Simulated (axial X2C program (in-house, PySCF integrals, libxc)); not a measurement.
# Ionising BI

All values come from calculations with an axial X2C code built on PySCF integrals, spin-free (one-electron X2C) or two-component (2c: spin–orbit coupling with atomic mean-field Coulomb and Gaunt terms, which also bring small scalar terms), in Dyall basis sets with cores contracted in-house; open shells are unrestricted.

Basis sets: B dyall-v3z, I dyall-cv3z. Frozen shells (counts by l): BI I 4s3p2d, B 1s, 10 electrons correlated; BI⁺ I 4s3p2d, B 1s, 9 electrons correlated. Coupled cluster in natural virtuals with an MP2 remainder. Where the outer core of a metal is frozen, bonds come out longer and ionisation energies lower.

| Hamiltonian | level | BI state | Re (Å) | ωe (cm⁻¹) | De (eV) |
| --- | --- | --- | --- | --- | --- |
| spin-free | HF | M_S = 0, Λ = 0 | 2.155 | 566.5 | 2.21 |
| spin-free | PBE0 | M_S = 0, Λ = 0 | 2.133 | 580.5 | 3.75 |
| spin-free | MP2 | M_S = 0, Λ = 0 | 2.123 | 593.9 | 3.65 |
| spin-free | CCSD | M_S = 0, Λ = 0 | 2.138 | 579.9 | 3.40 |
| spin-free | CCSD(T) | M_S = 0, Λ = 0 | 2.138 | 578.3 | 3.59 |

Adiabatic ionisation energy (minimum to minimum, no zero-point term) and constants of BI⁺:

```
Hamiltonian    level         BI⁺ state  IE (eV)  Re (Å)  ωe (cm⁻¹)  De (eV)  fragments
  spin-free       HF  M_S = 1/2, Λ = 0     8.20   1.967      784.8     2.05     I + B+
  spin-free     PBE0  M_S = 1/2, Λ = 0     9.04   1.958      800.1     3.36     I + B+
  spin-free      MP2  M_S = 1/2, Λ = 0     8.91   1.952      846.9     2.99     I + B+
  spin-free     CCSD  M_S = 1/2, Λ = 0     9.16   1.965      785.9     2.42     I + B+
  spin-free  CCSD(T)  M_S = 1/2, Λ = 0     9.15   1.969      787.8     2.65     I + B+
```

Task: Add the zero-point terms to the ionisation energy at CCSD(T), spin-free, and say whether the electron removed was bonding.

Result: IE0 = IE + (ωe⁺ − ωe)/2 = 9.15 + (0.013) = 9.16 eV. Re changes by -0.169 Å, so the bond shortens, as on loss of an antibonding or a polarising non-bonding electron.

Task: Close the cycle De(BI⁺) + IE(BI) = De(BI) + IE(B) to find the atomic ionisation energy at CCSD(T), spin-free.

Result: IE(B) = 2.65 + 9.15 − 3.59 = 8.21 eV, for the determinants used.

Each entry is the lowest single determinant of a limited PBE0 search at one distance. De goes to single-determinant-based atoms at the same level (for ions the charge split of lowest energy) and is withheld (n/a) where an atom does not fit its ground term or J level. Main or longest-lived isotopes.
